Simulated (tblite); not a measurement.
Input of a run (GFN2-xTB geometry optimisation, gas phase (tblite 0.8.0)), started from a force field or distance geometry:
```
{"job": {"kind": "relax", "xc": "GFN2-xTB", "basis": "xTB"}, "charge": 0, "multiplicity": 2}
F     -2.393200     1.624800    -0.867600
C     -2.726600     0.348400    -0.641600
C     -1.782200    -0.459700    -0.104200
C     -0.410800     0.048600     0.213600
O      0.502100    -0.801800    -0.364800
Si     2.065300    -0.238900    -0.002400
H     -2.065300    -1.484700     0.071600
H     -0.343500     0.026500     1.346800
H     -0.380700     1.083700    -0.089100
H      2.267300    -0.413800     1.457300
H      3.144800    -0.919000    -0.695700
H      2.124000     1.185200    -0.349700
```

Output (eV, eV/Å):
```
step      E/eV     max force
  0    -541.77648    3.378
  1    -541.98025    2.542
  2    -542.06446    0.736
  3    -542.10117    0.598
  4    -542.14211    0.442
  5    -542.15437    0.403
  6    -542.18529    0.483
  7    -542.20551    0.493
  8    -542.22569    0.313
  9    -542.24131    0.335
 10    -542.25627    0.377
 11    -542.27160    0.433
 12    -542.28756    0.441
 13    -542.30137    0.325
 14    -542.31346    0.313
 15    -542.32367    0.235
 16    -542.33161    0.253
 17    -542.33908    0.249
 18    -542.34681    0.302
 19    -542.35471    0.289
 20    -542.36318    0.234
 21    -542.37258    0.294
 22    -542.38195    0.272
 23    -542.38853    0.220
 24    -542.39199    0.178
 25    -542.39412    0.111
 26    -542.39549    0.129
 27    -542.39626    0.084
 28    -542.39681    0.059
 29    -542.39731    0.059
 30    -542.39759    0.049
 31    -542.39784    0.028
 32    -542.39796    0.022
 33    -542.39804    0.019
 34    -542.39810    0.020
 35    -542.39817    0.022
 36    -542.39825    0.016
 37    -542.39830    0.019
 38    -542.39834    0.018
 39    -542.39837    0.015
 40    -542.39840    0.014
 41    -542.39841    0.009
```

Q: Summarise the run.

A: The energy falls by 0.622 eV over 41 L-BFGS steps, the largest force on an atom goes from 3.38 to 0.009 eV/Å, and the atoms move by 0.335 Å rms after alignment. The bond that changes most is O5–Si6 (ends: oxygen bonded to C and Si; silicon bonded to O and 3 H), which shortens by 0.077 Å. Bonds longer at the end by more than 0.005 Å: 3 of 11; shorter: 5. Among the angles that change most is C4–O5–Si6, from 108.4° to 130.3°. The energy never rose by more than 1e-5 eV on the way. The first step brought 33 % of the lowering.

Q: What are the final bond lengths?

A: F1–C2 1.322 Å, C2=C3 1.298 Å, C3–C4 1.526 Å, C4–O5 1.385 Å, O5–Si6 1.623 Å, C3–H7 1.077 Å, C4–H8 1.099 Å, C4–H9 1.096 Å, Si6–H10 1.466 Å, Si6–H11 1.452 Å, Si6–H12 1.465 Å. Numbering counts from 1 in the input's order; the species is `F/[C]=C\CO[SiH3]` [radical].

Time: 0.19 s wall. Hardware: one thread, Arm Neoverse V1 (aarch64), no GPU, shared host with 32 logical CPUs at a one-minute load of 8.8.

Its lowest GFN2-xTB frequency is 6i cm⁻¹, too small to tell a flat minimum from a shallow saddle. 3 starts were optimised and ended at 0.00, 0.05 and 1.66 kcal/mol (GFN2-xTB); the lowest of these is shown.

Shape of the structure used: `[F:1]/[C:2]=[CH:3]\[CH2:4][O:5][SiH3:6]`: C2–C3–C4–O5 -126°, C3–C4–O5–Si6 174°.

One conformer stands for the species.

These are computed values.
